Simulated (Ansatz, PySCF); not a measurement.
System: CH$_{5}$O$_{3}$Si (charge 0, doublet). It need not be the lowest isomer of its formula. 
Coordinates optimised at B3LYP-D3(BJ)/def2-TZVP (Ansatz, an electronic-structure program):
```
Si
O 1 1.6352
H 2 0.9600 1 117.68
O 1 1.6352 2 102.73 3 166.74
H 4 0.9600 1 117.65 2 -165.61
O 1 1.6611 2 113.69 3 43.54
C 1 1.8703 2 113.62 3 -70.06
H 7 1.0898 1 112.04 2 -177.40
H 7 1.0898 8 108.64 1 124.32
H 7 1.0941 8 108.65 9 118.05
```
Charge 0, spin multiplicity 2.

Total electronic energies in hartree. Cores are frozen in the correlated levels unless marked. Open shells are spin-unrestricted. Spin-orbit coupling is left out. Non-relativistic. CBS marks a two-point X^-3 extrapolation of the correlation energy; Hartree-Fock from the larger set. The bracket is a focal-point correction in the basis named.

```tsv
level	program	energy (Eh)
HF/6-31G	Ansatz	-554.20345
HF/def2-TZVPD	PySCF	-554.55434
PBE/def2-TZVPD	PySCF	-556.04784
revPBE-D3(BJ)/def2-TZVPD	Ansatz + dftd3	-556.35773
r2SCAN/def2-TZVPD	Ansatz	-556.33976
PBE0/STO-3G	Ansatz	-548.90715
PBE0-D4/def2-TZVPD	Ansatz + dftd4	-556.08843
BHLYP-D3(BJ)/def2-TZVPD	Ansatz + dftd3	-556.37842
CAM-B3LYP-D4/def2-TZVPD	Ansatz + dftd4	-556.41830
LC-wPBE/def2-TZVPD	Ansatz	-556.24692
B2GP-PLYP-D3(BJ)/def2-TZVPD	Ansatz + dftd3	-556.10919
MP2/6-31G*	Ansatz	-555.08456
MP2/cc-pV(D+d)Z	Ansatz	-555.17572
CCSD(T)/6-31G	Ansatz	-554.71095
RI-MP2/CBS(cc-pV(T+d)Z,cc-pV(Q+d)Z)+[CCSD(T)-MP2]/cc-pV(T+d)Z	Ansatz	-555.7360
```

Totals of different functionals don't rank their quality; only differences between species are comparable.
